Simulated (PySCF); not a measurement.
# Krypton: a sound run and one with changed settings

Sound run: Kr⁺ [Ar] 3d10 4s2 4p5, Kr²⁺ [Ar] 3d10 4s2 4p4. All numbers are calculated (PySCF 2.14, scalar relativity by spin-free X2C-1e, in x2c-TZVPall (6s5p4d1f, 48 functions)). In the sound run the correlated levels freeze [Ar] 3d10. The sound run starts from symmetry-adapted Hartree-Fock orbitals and uses a fine grid where one is needed.

Changed run: initial guess atom, at most 50 SCF cycles.

```csv
species,method,sound run (hartree),changed run (hartree),converged
Kr⁺,UHF,-2787.69941,-2787.69941,yes
Kr⁺,MN15,-2791.21159,-2791.21159,yes
Kr⁺,CCSD(T),-2787.86089,-2787.86089,yes
Kr²⁺,LDA,-2784.71744,-2784.71744,yes
Kr²⁺,MP2,-2786.95240,-2786.95240,yes
```

Here the plain start reaches the same solutions.
